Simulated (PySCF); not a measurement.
Species: C6H7F4N.
Geometry (GFN2-xTB, Å), atoms numbered from 1 in this order:
```xyz
18
C6H7F4N angstrom
C      1.7157    0.7138   -0.3947
C      0.8233   -0.0437    0.5862
C      0.9444   -1.5376    0.4000
N     -0.1146   -2.1673    0.1570
C     -1.2405   -1.2806    0.1293
C     -0.7059    0.1409    0.4622
F     -1.2179    0.5591    1.6786
C     -1.2086    1.1718   -0.5529
F     -0.7586    2.4082   -0.3211
F     -2.5453    1.2377   -0.5408
F     -0.8594    0.8563   -1.8086
H      1.6000    1.7885   -0.2818
H      2.7527    0.4590   -0.1886
H      1.4944    0.4371   -1.4227
H      1.1065    0.2285    1.6087
H      1.8931   -2.0436    0.4567
H     -1.7130   -1.3290   -0.8545
H     -1.9750   -1.5925    0.8754
```

NICS = −σ at a ghost point: NICS(0) at the centroid of the ring atoms, NICS(1) 1 Å to either side along the normal of their mean plane, zz for the tensor component along that normal. Level: GIAO PBE0/pcSseg-1 (PySCF, non-relativistic, gas phase) on the GFN2-xTB geometry, one conformer.

Ring bond lengths (Å), with Mayer bond orders in brackets: C2–C3 1.510 (0.96), C3–N4 1.256 (1.95), N4–C5 1.433 (1.02), C5–C6 1.555 (0.94), C6–C2 1.545 (0.94).

Task: What do the NICS probes read (ppm)?

Result: 
| ring | type | NICS(0) | NICS(1), two faces | NICS(1)zz, two faces | rms pucker (Å) | centre to ring atoms, mean (Å) |
| --- | --- | --- | --- | --- | --- | --- |
| C2–C3–N4–C5–C6 | 5-membered ring with N; formal bonds 1 double, 4 single | -0.5 | -2.7 / -4.1 | -3.4 / -4.3 | 0.02 | 1.24 |

Task: What do they say, and how far can they be read as aromaticity?

Result: 
- C2–C3–N4–C5–C6: mean NICS(1)zz -3.8 ppm, shielded. C2, C5, C6 have four or more neighbours, so the value isn't read as a sign of a π ring current.

Task: At the first NICS(1) probe listed for ring C2–C3–N4–C5–C6, 1 Å off the ring, how large is the induced field along the normal in 11.7 T applied along it?

Result: NICSzz × B0 = -3.4 ppm × 11.7 T = -40 μT, against the applied field.

The run took 41 s of wall time on one thread, Arm Neoverse V2, on a shared host. This is the whole shielding run at PBE0/pcSseg-1, SCF included.
